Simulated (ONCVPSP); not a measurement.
What one change does to a pseudopotential (Lu, ONCV)

Lu (Z = 71), optimised norm-conserving Vanderbilt (ONCV), made with ONCVPSP 4.0.1 (PBE, scalar-relativistic). Core [Kr] 4d10, reference 4f14 5s2 5p6 5d1.5 6s1.5. Waves: 5s+6s: rc 1.60 bohr, ncon 5, nbas 8, qcut 6.2 1/bohr, 2 projectors; 5p: rc 1.95 bohr, ncon 4, nbas 9, qcut 8.1 1/bohr, 2 projectors, debl 3.1 Ha; 5d: rc 2.00 bohr, ncon 3, nbas 6, qcut 4.9 1/bohr, 2 projectors, debl 2.5 Ha; 4f: rc 0.70 bohr, ncon 3, nbas 8, qcut 24.5 1/bohr, 2 projectors, debl 4 Ha. Local part: polynomial inside 0.70 bohr (lpopt 5, dvloc0 0 Ha). Core correction: none.

Change: all radii scaled by about 0.95 (s 1.52, p 1.86, d 1.90, f 0.66 bohr); local potential polynomial inside 0.66 bohr (lpopt 5, dvloc0 0 Ha).

Cutoffs: the cutoffs (Ha) at which the residual kinetic energy of the hardest occupied pseudo-wave falls to 1 and 0.1 mHa per electron; they do not see the model core or the augmentation charge, which bear on the density cutoff. Errors are all-electron minus pseudo energies relative to the spin-unpolarised reference configuration.

Task: How do hardness, ghosts and transferability respond?

Result: The potential gets neither clearly harder nor softer (245 Ha and 270 Ha → 256 Ha and 281 Ha); the bound ghosts move from p, s to f, p, s; the errors of the 3 common tests hardly move.

```csv
quantity,base,changed
"cutoff, loose",245 Ha,256 Ha
"cutoff, tight",270 Ha,281 Ha
loose cutoff by channel,"s 31 Ha, p 17 Ha, d 9.9 Ha, f 245 Ha","s 49 Ha, p 19 Ha, d 10 Ha, f 256 Ha"
bound ghosts,"s, p","s, p, f"
GHOST(+) flags under 300 eV,d at 244.8 eV,d at 164.4 eV
tests with a reliable result,3 of 4,3 of 4
"error for 4f14 5s2 5p6 5d1 6s2, meV [ΔE -1.48 eV]",+1.5,+1.5
"error for 4f14 5s2 5p6 5d1 6s1, meV [ΔE 5.89 eV]",-0.2,-0.1
"error for 4f14 5s2 5p5 5d1 6s2, meV [ΔE 35.56 eV]",-63,-60
```

 A true bound ghost makes a file unfit for plane-wave use even where its test errors are small: the radial tests pick states by their node count and pass the ghost by.
